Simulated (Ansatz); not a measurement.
Ansatz (a quantum-chemistry and plane-wave program) input (CCSD(T)/STO-3G):

Ansatz 0.2 input:
```yaml
crystal:
  periodic: [false, false, false]
  atoms:
    - {symbol: Si, position_ang: [0.11351339, -0.04102433, -0.01253910]}
    - {symbol: C, position_ang: [1.79490596, -0.52804155, -0.18094644]}
    - {symbol: N, position_ang: [-0.73588216, -1.16618853, 1.06213071]}
    - {symbol: N, position_ang: [-1.17330446, 0.01335339, -1.28383529]}
    - {symbol: N, position_ang: [0.02737024, 1.65368649, 0.49715217]}
    - {symbol: H, position_ang: [2.53232947, 0.16143878, -0.58968908]}
    - {symbol: H, position_ang: [2.08069301, -1.57468804, -0.26772853]}
    - {symbol: H, position_ang: [-1.67992958, -0.88996772, 1.30131228]}
    - {symbol: H, position_ang: [-0.21758897, -1.34668899, 1.91084648]}
    - {symbol: H, position_ang: [-1.42665284, -0.93118544, -1.55544516]}
    - {symbol: H, position_ang: [-0.82653188, 0.46319088, -2.12485218]}
    - {symbol: H, position_ang: [0.91848861, 2.08352672, 0.69553556]}
    - {symbol: H, position_ang: [-0.56671647, 2.27100424, -0.03688649]}
basis:
  gaussian:
    orbitals: STO-3G
total_charge: -1
magnetization: {spin_polarized: false}
correlation: {method: ccsd_t, electrons: outside_noble_gas}
```

Output:

```
Functional definition: HF
integrals: 0.01 GiB planned
484 factors; integrals over basis functions are off by at most 3.5e-5 eV
mean field: 0.12 GiB planned
mean field evaluation 1: about -13295.6935 eV, gradient 2.4e1 eV
mean field evaluation 2: about -13295.8614 eV, gradient 2.4e1 eV
mean field evaluation 4: about -13297.9166 eV, gradient 1.5e0 eV
mean field evaluation 8: about -13297.9296 eV, gradient 3.0e-2 eV
mean field evaluation 16: about -13297.7434 eV, gradient 3.9e-1 eV
mean field -13297.92965181 eV, -488.6899010435 hartree, gradient 9.5e-7 eV, S^2 0.000000; 0 other end points of the search recorded, 0 dependent functions left out
9 core orbitals not correlated
reference -13297.92965181 eV, -488.6899010435 hartree; 16, 16 occupied and 12, 12 virtual orbitals, 484 factors
second order -5.59886759 eV of doubles, -0.00000000 eV of singles
coupled cluster: 0.07 GiB planned
cycle   1  -6.66681182 eV  change    -1.1e0 eV  update   8.8e-2
cycle   2  -7.15806598 eV  change   -4.9e-1 eV  update   3.1e-2
cycle   3  -7.22683653 eV  change   -6.9e-2 eV  update   1.1e-2
cycle   4  -7.22822563 eV  change   -1.4e-3 eV  update   3.8e-3
cycle   5  -7.22635176 eV  change    1.9e-3 eV  update   9.7e-4
cycle   6  -7.22581483 eV  change    5.4e-4 eV  update   3.2e-4
cycle   7  -7.22565675 eV  change    1.6e-4 eV  update   9.3e-5
cycle   8  -7.22564377 eV  change    1.3e-5 eV  update   2.9e-5
perturbative correction -0.10274162 eV, -0.0037756850 hartree
Total energy: -13305.25803720 eV, -488.9592142393 hartree
```

It need not be the lowest isomer of its formula. Whether it binds its extra electron was not tested at this geometry.
